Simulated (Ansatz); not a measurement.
Isolated molecules relaxed with PBE0-D4/def2-TZVP in Ansatz; ΔE leaves out vibrations. CBS: MP2 limit from def2 TZ/QZ plus the TZ coupled-cluster correction, frozen cores. Functionals use def2-TZVPP. For Ge, Se outer-core shells are correlated without core-valence functions, which leaves a few kJ/mol of doubt a bond. Scalar relativity is left out up to krypton. One conformer a species, not always the lowest.

`C=C(C)[SeH]` + GeH₄ → `[GeH3][SeH]` + `C=CC`  (formal exchange of groups at the Se–C bond)

```csv
level,ΔE (kJ/mol),difference from CCSD(T)/CBS
PBE-D4,-84.7,4.4
PBE0-D4,-90.6,-1.5
ωB97X-V,-89.4,-0.3
ωB97M-V,-90.6,-1.5
PBE,-88.2,0.9
HF/def2-TZVPP,-108.7,-19.6
CCSD/def2-TZVPP,-89.8,-0.7
HF/CBS(def2),-108.0,-18.9
MP2/CBS(def2),-86.6,2.5
CCSD/CBS(def2),-93.1,-4.0
CCSD(T)/CBS,-89.1,0
```

Largest T1 diagnostic among the species: 0.012.

In def2-TZVPP, CCSD(T) changes the Hartree–Fock value by +22.8 kJ/mol (the triples alone add +3.9 kJ/mol) and MP2 by +25.3 kJ/mol. The D4 term adds +5.7 kJ/mol with B3LYP and +3.0 kJ/mol with PBE0; it sums over pairs of atoms, weighted by their polarisabilities, and B3LYP, whose exchange is more repulsive, gets the larger term. From PBE to PBE0 (25 % exact exchange), in def2-TZVPP and without D4, ΔE moves by −5.4 kJ/mol.

B3LYP here is the variant with VWN-RPA as its local correlation; programs differ in this.
